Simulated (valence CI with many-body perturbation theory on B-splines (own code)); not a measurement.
## Which ion has this spectrum?

A relativistic CI+MBPT calculation for an atom or ion with 14 electrons gives these levels (eV):

```
J  Parity       E     g
0    even    0.00      
1    even  213.95  1.49
2    even  222.30  1.17
2     odd  357.55  1.54
1     odd  382.76  1.03
2     odd  408.14  0.76
2    even  442.43  1.31
1     odd  445.36  0.88
0    even  460.50      
2     odd  475.22  1.30
3     odd  476.07  1.11
1    even  555.18  0.42
2    even  561.38  1.14
2     odd  566.26  1.51
```

The energies are calculated, and their last digits are not significant.

(1) Which is it?
A. Ho53+
B. Dy52+
C. Tb51+
D. Yb56+

Answers

(1) A. Ho53+, ground level (3s^2 3p1/2^2) J=0.
